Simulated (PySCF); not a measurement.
## Electron correlation in Ar³⁺ (argon, charge +3)

Starting occupation: [Ne] 3s2 3p3, 3p1/2 with m_j = -1/2, +1/2, 3p3/2 with m_j = +3/2. All numbers are calculated (PySCF 2.14, X2C-1e with screened-nucleus spin-orbit coupling, Gaussian nucleus, in x2c-TZVPall-2c (5s6p2d1f, 40 functions)). Frozen: [Ne]; 5 electrons correlated.

MP2 pair energies summed by pair of shells (mhartree):

```
 pair  energy  share (%)
3p-3s  -65.66       66.8
3p-3p  -23.28       23.7
3s-3s   -9.42        9.6
```

Total MP2 correlation energy: -98.36 mhartree.

The GHF reference relaxed away from the jj start to a determinant that is no pure jj level (⟨S²⟩ = 3.75, ⟨J²⟩ = 3.75); the energies belong to that determinant.
